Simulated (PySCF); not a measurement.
# `[SiH3]/C=C(/[SiH3])O[SiH2]P` in a uniform electric field

C₂H₁₁OPSi₃.
Geometry (GFN2-xTB, Å), atoms numbered from 1 in this order:
```
atom  x, y, z in Å
Si1   -0.6540    2.6899   -0.0301
C2    -1.6495    1.0935   -0.0980
C3    -1.0292   -0.0889   -0.0564
Si4   -1.9033   -1.7635   -0.0843
O5     0.3334   -0.0456    0.0409
Si6    1.5113   -1.1253   -0.1700
P7     3.2941    0.1667    0.1814
H8     0.1057    2.7500    1.2206
H9     0.2485    2.7605   -1.1804
H10   -1.6131    3.7996   -0.0748
H11   -2.7257    1.1023   -0.1694
H12   -3.3285   -1.4943   -0.2567
H13   -1.3806   -2.5688   -1.1892
H14   -1.6597   -2.4585    1.1815
H15    1.5356   -1.6465   -1.5415
H16    1.3601   -2.2680    0.7412
H17    3.3525   -0.0448    1.5477
H18    4.1936   -0.8520   -0.0742
```

Level: wB97X-D/def2-SVPD (PySCF); nuclei fixed, core orbitals frozen in the response. Permanent dipole (-0.298, -1.760, 0.191) D (1 au = 2.5417 D). Static polarisability (au):

```
x   148.47   2.90   3.26
y     2.90 154.34   1.38
z     3.26   1.38 104.72
```

Only the terms in μ and α are kept: μ(F) = μ + αF and ΔE = −μ·F − ½ F·αF.

Q: Apply 0.008 au along ±x, ±y and ±z in turn. Tabulate induced and total dipoles and both energy terms.

A: 
```json
{"field along": "+x", "induced x (D)": "3.019", "induced y (D)": "0.059", "induced z (D)": "0.066", "total size (D)": "3.219", "−μ·F (kJ/mol)": "+2.463", "−½F·αF (kJ/mol)": "-12.474"}
{"field along": "−x", "induced x (D)": "-3.019", "induced y (D)": "-0.059", "induced z (D)": "-0.066", "total size (D)": "3.785", "−μ·F (kJ/mol)": "-2.463", "−½F·αF (kJ/mol)": "-12.474"}
{"field along": "+y", "induced x (D)": "0.059", "induced y (D)": "3.138", "induced z (D)": "0.028", "total size (D)": "1.416", "−μ·F (kJ/mol)": "+14.544", "−½F·αF (kJ/mol)": "-12.967"}
{"field along": "−y", "induced x (D)": "-0.059", "induced y (D)": "-3.138", "induced z (D)": "-0.028", "total size (D)": "4.914", "−μ·F (kJ/mol)": "-14.544", "−½F·αF (kJ/mol)": "-12.967"}
{"field along": "+z", "induced x (D)": "0.066", "induced y (D)": "0.028", "induced z (D)": "2.129", "total size (D)": "2.905", "−μ·F (kJ/mol)": "-1.578", "−½F·αF (kJ/mol)": "-8.798"}
{"field along": "−z", "induced x (D)": "-0.066", "induced y (D)": "-0.028", "induced z (D)": "-2.129", "total size (D)": "2.662", "−μ·F (kJ/mol)": "+1.578", "−½F·αF (kJ/mol)": "-8.798"}
```

Q: For the field (-0.0056, 0.0048, -0.0016) au, what is the induced dipole, and what angle does it make with the field?

A: αF = (-2.091, 1.836, -0.455) D, at 3.0° to the field. The polarisability along this direction, F·αF/F², is 146.79 au, against a mean of 135.84 au.

Q: Which field along μ doubles the dipole in that direction (linear response)?

A: The polarisability along the dipole is 154.16 au, so F = 0.7063 au / 154.16 au = 0.0046 au = 0.24 V/Å; higher-order terms are ignored.

Q: What field makes μF equal to kT at 200 K?

A: kT = 0.6334 × 10⁻³ Eh, so F = 0.000897 au = 4.61 MV/cm.

Q: Induction energy −ᾱe²/2R⁴ of a unit charge at 12 Å, the molecule taken as a point?

A: R = 22.68 bohr, so the energy is −135.8/(2 × 22.68⁴) Eh = -0.674 kJ/mol. The charge–dipole term at its most favourable orientation, −μe/R², is -3.61 kJ/mol.

One conformer (not necessarily the lowest) at the GFN2-xTB geometry, without solvent, vibrations or thermal averaging.

The pairwise dispersion term of wB97X-D wasn't added to the energies; at a given geometry it leaves orbitals and properties as they are.
